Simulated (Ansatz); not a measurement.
The input (input.yaml):

```yaml
crystal:
  periodic: [false, false, false]
  atoms:
    - { symbol: Ge, position_ang: [0.093712, 0.223515, -0.015273] }
    - { symbol: H, position_ang: [-0.09463, -0.051467, 1.739097] }
    - { symbol: H, position_ang: [1.43469, -0.08022, -0.631953] }
    - { symbol: O, position_ang: [-1.09146, 1.380382, -0.55462] }
    - { symbol: H, position_ang: [-1.832258, 1.00048, -1.002057] }
    - { symbol: O, position_ang: [-0.726324, -1.337079, -0.24818] }
    - { symbol: H, position_ang: [-1.561014, -1.503803, 0.158616] }
    - { symbol: S, position_ang: [1.173018, 2.2674, 1.273271] }
    - { symbol: H, position_ang: [2.390536, 1.738746, 1.452987] }
    - { symbol: H, position_ang: [0.322229, 0.770846, 1.801014] }
basis:
  gaussian: { orbitals: def2-SVPD }
hamiltonian:
  xc: hf
phonons: {}
```

Run as:

```bash
$ ansatz run input.yaml --threads 4 --pin off --max-ram 5120MiB --backend cpu --events-out ev --progress --plain --runs-dir out
```

Hardware: 4 threads of Arm Neoverse V2 (shared host).

**Question.** Roughly how long does this run take, and how much memory?

**Answer.** 90 s, with a peak of 0.47 GiB, for 0 ionic steps.
